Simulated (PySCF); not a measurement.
[GdH4]− at several levels of theory

Computed with PySCF 2.14.0 (density fitting, no spin-orbit coupling) at the geometry relaxed with PBE0:

```xyz
5
[GdH4]− (singlet in the valence; each metal's 4f electrons, 7 of them, lie in its core potential, out of spins and levels)
Gd    0.0000    0.0000    0.0000
H     1.2202    1.2202    1.2202
H    -1.2202   -1.2202    1.2202
H     1.2202   -1.2202   -1.2202
H    -1.2202    1.2202   -1.2202
```

```
level                                    basis    state  HOMO (eV)  gap (eV)  charge on Gd1 (e)  population of f-type functions on Gd1 (polarisation alone where 4f lies in the core)  dipole about the centre of mass (D)  largest force component (eV/Å)
 PBE0    Gd lcecp-1-SVP with ECP53, H def2-SVP  singlet      -2.14      6.03               0.27                                                                                  0.02                                 0.00                            0.00
 PBE0  Gd lcecp-1-TZVP with ECP53, H def2-TZVP  singlet      -2.19      6.05               0.55                                                                                  0.02                                 0.00                            0.00
```

In the lcecp rows the 4f levels are missing from HOMO and gap, and the state counts the valence alone.

Charges are Mulliken's, which hang on the basis. The relaxation used the grid (50, 194), these runs (75, 302) or, all-electron (x2c bases, spin-free X2C Hamiltonian), (99, 590).

(1) A further run in the first row's basis gives HOMO (eV) -0.90, gap (eV) 4.11, charge on Gd1 (e) 0.12, population of f-type functions on Gd1 (polarisation alone where 4f lies in the core) 0.02, dipole about the centre of mass (D) 0.00, largest force component (eV/Å) 0.04. Which level was it?
A. revPBE
B. BP86

An lcecp potential fixes the number of 4f electrons, so in runs with it no electron can move into or out of that shell.

Results:

(1) A. The others give HOMO -1.06 eV (BP86).
